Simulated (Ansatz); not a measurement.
Species: ZnCl$_{2}$ (charge 0, triplet). The spin state was set by rule; other spins were not relaxed. 
Geometry from a B3LYP-D3(BJ)/def2-TZVP (Ansatz, a program for electronic structure) optimisation:
```
Zn
Cl 1 2.3824
Cl 1 2.3824 2 69.72
```
Charge 0, spin multiplicity 3.

Dipole moments at this geometry, in debye (magnitudes).

| level | program | dipole (D) |
|---|---|---|
| PBE/def2-TZVPD | Ansatz | 1.97 |
| BLYP/def2-TZVPD | Ansatz | 2.01 |
| revPBE/def2-TZVPD | Ansatz | 1.98 |
| r2SCAN/def2-TZVPD | Ansatz | 2.05 |
| B97M-V/def2-TZVPD | Ansatz | 2.18 |
| B3LYP/def2-TZVPD | Ansatz | 2.20 |
| r2SCANh/def2-TZVPD | Ansatz | 2.12 |
| r2SCAN0/def2-TZVPD | Ansatz | 2.20 |
| HSE06/def2-TZVPD | Ansatz | 2.16 |
| CAM-B3LYP/def2-TZVPD | Ansatz | 2.26 |
| LC-wPBE/def2-TZVPD | Ansatz | 2.20 |
| wB97M-V/def2-TZVPD | Ansatz | 2.12 |
| CCSD(T)/def2-SVPD | Ansatz | 2.16 |
